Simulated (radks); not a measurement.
The numbers below are computed, except where a source is named.
Q: The mean radii <r> (bohr) of the occupied orbitals of an atom or ion are listed with their occupations. Code: a radial shooting solver on a logarithmic mesh with Libxc functionals. Model: scalar-relativistic Kohn-Sham, r2SCAN, spin-polarised, spherical densities, finite nucleus; meta-GGA in the generalised Kohn-Sham scheme; Fermi nuclear charge, rms radius of each element as measured or else 0.836 A^(1/3) + 0.57 fm.

| orbital | occ. | <r> |
|---|---|---|
| 1s up | 1 | 0.02318 |
| 1s down | 1 | 0.02318 |
| 2s down | 1 | 0.09894 |
| 2s up | 1 | 0.09894 |
| 2p up | 3 | 0.08712 |
| 2p down | 3 | 0.08712 |
| 3s up | 1 | 0.2602 |
| 3s down | 1 | 0.2600 |
| 3p up | 3 | 0.2586 |
| 3p down | 3 | 0.2584 |
| 3d up | 5 | 0.2364 |
| 3d down | 5 | 0.2362 |
| 4s up | 1 | 0.5910 |
| 4s down | 1 | 0.5909 |
| 4p up | 3 | 0.6244 |
| 4p down | 3 | 0.6243 |
| 4d up | 5 | 0.6802 |
| 4d down | 5 | 0.6807 |
| 5s up | 1 | 1.372 |
| 5s down | 1 | 1.389 |
| 5p up | 3 | 1.555 |
| 5p down | 3 | 1.568 |
| 4f up | 3 | 0.8709 |
| 6s up | 1 | 3.131 |

Name the element and its charge. Open shells, if any, are filled with parallel spins first.

A: Z = 61, promethium, charge +3: Pm3+ in [Xe] 4f3 6s1. The 1s radius gives Z: for a bare nucleus <r> = (2 gamma + 1)/(2Z) with gamma = sqrt(1 - (Z/c)^2), 0.02288 bohr for Z = 61, and screening makes it slightly larger (0.02318 here). The occupations add up to 58, and the charge is Z minus that.
